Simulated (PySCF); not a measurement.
Compound: C₂HF₅O₃S.
Atom-mapped SMILES: `[O:1]=[S:2](=[O:3])([OH:4])[C:5]([F:6])([F:7])[C:8]([F:9])([F:10])[F:11]` (hydrogens: H12 on O4)

A GFN2-xTB structure was refined with PBE0-D3(BJ)/def2-SVP geometry optimisation, gas phase (PySCF). Its GFN2-xTB values:

```
 coordinate  GFN2-xTB
      O1=S2   1.429 Å
      S2–O4   1.610 Å
      S2–C5   1.877 Å
     O4–H12   0.961 Å
      C5–F6   1.339 Å
      C5–C8   1.510 Å
      C8–F9   1.304 Å
   O1–S2–O3    121.7°
   O1–S2–C5    109.0°
   S2–C5–C8    109.2°
   O3–S2–O4    109.9°
   C5–C8–F9    111.3°
   F6–C5–F7    107.2°
   F6–C5–C8    111.8°
  F9–C8–F10    107.6°
O1–S2–C5–F6      156°
S2–C5–C8–F9      -83°
```

How do these coordinates change at the PBE0-D3(BJ)/def2-SVP level?

| coordinate | PBE0-D3(BJ)/def2-SVP (Å or °) | change |
| --- | --- | --- |
| C5–C8 | 1.545 | +0.035 |
| S2–C5 | 1.859 | -0.018 |
| O1=S2 | 1.444 | +0.015 |
| C8–F9 | 1.319 | +0.015 |
| C5–F6 | 1.328 | -0.011 |
| O4–H12 | 0.971 | +0.010 |
| S2–O4 | 1.610 | 0.000 |
| S2–C5–C8 | 112.9 | +3.7 |
| O1–S2–O3 | 124.6 | +2.9 |
| F6–C5–C8 | 109.1 | -2.7 |
| F6–C5–F7 | 109.8 | +2.6 |
| O3–S2–O4 | 107.5 | -2.4 |
| O1–S2–C5 | 107.3 | -1.7 |
| F9–C8–F10 | 109.2 | +1.6 |
| C5–C8–F9 | 110.2 | -1.1 |
| S2–C5–C8–F9 | -72 | +11 |
| O1–S2–C5–F6 | 162 | +6 |

The energy falls by 0.203 eV over 8 energy and gradient evaluations, the largest force component goes from 0.0473 to 2.7e-04 Eh/bohr, and the atoms move by 0.164 Å rms after alignment. The bond that changes most is C5–C8 (CF2 carbon to CF3 carbon), which lengthens by 0.035 Å. Bonds longer at the end by more than 0.005 Å: 5 of 11; shorter: 5. Among the dihedrals that turn most is S2–C5–C8–F10, from 156° to 169°. Rotational constants go from 1575, 855.5, 793.7 to 1595, 834.6, 790.9 MHz.

The run used 163 basis functions and 62 SCF cycles in all.

Stationary, but not proved a minimum. One conformer, not necessarily the lowest.
